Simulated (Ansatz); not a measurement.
CF₂GaN, SMILES `N#[C][Ga]([F])[F]`. The species carries charge 0 and has multiplicity 1.

Q: List the harmonic frequencies (cm⁻¹, unscaled) at PBE0-D4/def2-TZVP in Ansatz. (An estimate is asked.)

A: Computed: 104, 144, 192, 282, 307, 488, 714, 748, 2339.

Q: Is this a minimum?

A: Yes, all 9 modes are real.

Q: Give the ideal-gas thermochemistry at 298.15 K and 1 bar (rigid rotor, harmonic oscillator; point group C2v, symmetry number 2).

A: Zero-point energy 31.8 kJ/mol; H(298) − E = 50.2 kJ/mol; entropy 328.6 J/(mol·K), of which translation 169.9, rotation 106.5, vibration 52.2; G(298) − E = -47.7 kJ/mol.
